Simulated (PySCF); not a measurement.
Al(All)(OMe)2, SMILES [O](C)[Al]([O]C)[CH2]C=C (C5H11AlO2) (GFN2-xTB optimised geometry):

```
19

Al    -0.512     0.497     0.000
C     -1.427    -1.309     0.020
C     -0.461    -2.378    -0.318
C      0.213    -3.095     0.568
H     -2.261    -1.283    -0.683
H     -1.843    -1.462     1.018
H     -0.303    -2.550    -1.375
H      0.091    -2.941     1.628
H      0.909    -3.862     0.272
O     -1.503     1.817     0.000
C     -2.292     2.969    -0.002
H     -2.899     3.005     0.907
H     -1.664     3.862    -0.043
H     -2.956     2.963    -0.871
O      1.138     0.497     0.000
C      2.529     0.382     0.021
H      2.937     0.596    -0.971
H      2.956     1.088     0.738
H      2.814    -0.633     0.309
```

Level of theory: PBE0/def2-SVP (PySCF 2.14.0).

Task: What are the frontier orbital energies and the dipole moment?

Result: HOMO-2 -7.79 eV, HOMO-1 -7.63 eV, HOMO -6.26 eV, LUMO 0.29 eV, LUMO+1 0.59 eV; dipole moment 1.57 D.

Meta-Löwdin charges at PBE0/def2-SVP: Al1 1.05, C2 -0.47, C3 -0.06, C4 -0.28, H5 0.11, H6 0.11, H7 0.09, H8 0.09, H9 0.10, O10 -0.61, C11 -0.06, H12 0.10, H13 0.10, H14 0.10, O15 -0.61, C16 -0.06, H17 0.10, H18 0.10, H19 0.10.
